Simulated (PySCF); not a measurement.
# Electric field gradients and quadrupole coupling constants

Species: C₄H₁₂AlF₂N.
Cartesian coordinates in Å at the PBE0-D3(BJ)/def2-SVP level; atoms count from 1:
```xyz
20
C4H12AlF2N angstrom
C     -1.5070    0.2196    1.0713
N     -0.4344   -0.0270    0.0934
C     -0.8231   -1.1357   -0.7947
Al    -0.2890    1.7259   -1.0434
C      0.8025   -0.3024    0.8401
C      2.0664   -0.4679    0.0222
F      3.0912   -0.5502    0.8977
F      2.0409   -1.6243   -0.6829
H     -2.4413    0.4359    0.5376
H     -1.2474    1.0905    1.6889
H     -1.6489   -0.6602    1.7226
H     -1.7743   -0.8773   -1.2786
H     -0.9470   -2.0701   -0.2207
H     -0.0627   -1.2881   -1.5677
H      0.7311    1.2766   -2.2002
H      0.3034    2.6912    0.1002
H     -1.8322    1.8926   -1.4515
H      0.6851   -1.2169    1.4513
H      0.9784    0.5442    1.5186
H      2.2525    0.3616   -0.6796
```

Field gradients from the PBE0/pcSseg-1 density (PySCF, non-relativistic), principal values in atomic units, ordered |Vxx| ≤ |Vyy| ≤ |Vzz|:

```json
{"atom": "N2", "Vxx": "0.3886", "Vyy": "0.4591", "Vzz": "-0.8477"}
{"atom": "Al4", "Vxx": "-0.4068", "Vyy": "-0.4461", "Vzz": "0.8529"}
```

**Question.** Find the asymmetry η = (Vxx − Vyy)/Vzz and the couplings χ = eQV/h (234.96 MHz × Q in barn × V in au), with Q(14N) = 0.02044 b, Q(27Al) = 0.1466 b.

**Answer.** 
| atom | environment | nucleus | η | χzz (MHz) | χxx (MHz) | χyy (MHz) |
| --- | --- | --- | --- | --- | --- | --- |
| N2 | nitrogen bonded to Al and 3 C | 14N | 0.08 | -4.071 | 1.866 | 2.205 |
| Al4 | aluminium bonded to N and 3 H | 27Al | 0.05 | 29.38 | -14.01 | -15.37 |

The tensor is traceless: Vxx + Vyy + Vzz = 0.

**Question.** What is Vzz at Al4 in SI units (1 au = 9.71736 × 10²¹ V/m²)?

**Answer.** 0.8529 au = 8.288 × 10²¹ V/m².

**Question.** What couplings would deuterons (Q(2H) = 0.00286 b) have in place of the hydrogens, at this geometry?

**Answer.** 
| atom | bonded to | bond length (Å) | Vzz (au) | η | χzz (kHz) |
| --- | --- | --- | --- | --- | --- |
| H9 | C1 | 1.097 | 0.2848 | 0.08 | 191 |
| H10 | C1 | 1.099 | 0.2834 | 0.07 | 190 |
| H11 | C1 | 1.104 | 0.2788 | 0.08 | 187 |
| H12 | C3 | 1.098 | 0.2849 | 0.08 | 191 |
| H13 | C3 | 1.104 | 0.2798 | 0.08 | 188 |
| H14 | C3 | 1.095 | 0.2862 | 0.09 | 192 |
| H15 | Al4 | 1.607 | 0.1021 | 0.08 | 69 |
| H16 | Al4 | 1.609 | 0.1022 | 0.08 | 69 |
| H17 | Al4 | 1.605 | 0.1039 | 0.09 | 70 |
| H18 | C5 | 1.106 | 0.2697 | 0.08 | 181 |
| H19 | C5 | 1.099 | 0.2764 | 0.08 | 186 |
| H20 | C6 | 1.102 | 0.2547 | 0.02 | 171 |

One conformer (not necessarily the lowest) at the PBE0-D3(BJ)/def2-SVP geometry, without solvent, vibrations or thermal averaging. With so small a basis the couplings can be 20 % off.
